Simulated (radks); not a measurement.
Question: In37+, 12 electrons, occupied as [Ne] 3s2 (the NIST ground configuration). Method: non-relativistic Kohn-Sham, TPSS, spin-polarised, spherical densities, point nucleus; meta-GGA in the generalised Kohn-Sham scheme; relativity is left out, which matters for an element this heavy; computed with a radial shooting solver on a logarithmic mesh with Libxc functionals. Some entries of the table are withheld. Estimate them.

orbital  occ.  eigenvalue (hartree)  <1/r> (bohr^-1)
1s          2                   (1)              (2)
2s          2                   (3)            11.27
2p          6                   (4)            11.24
3s          2                   (5)              (6)

Answer: 
(1) 1s eigenvalue (hartree): -1068.076
(2) 1s <1/r> (bohr^-1): 48.51
(3) 2s eigenvalue (hartree): -222.0141
(4) 2p eigenvalue (hartree): -213.4463
(5) 3s eigenvalue (hartree): -89.92224
(6) 3s <1/r> (bohr^-1): 4.666
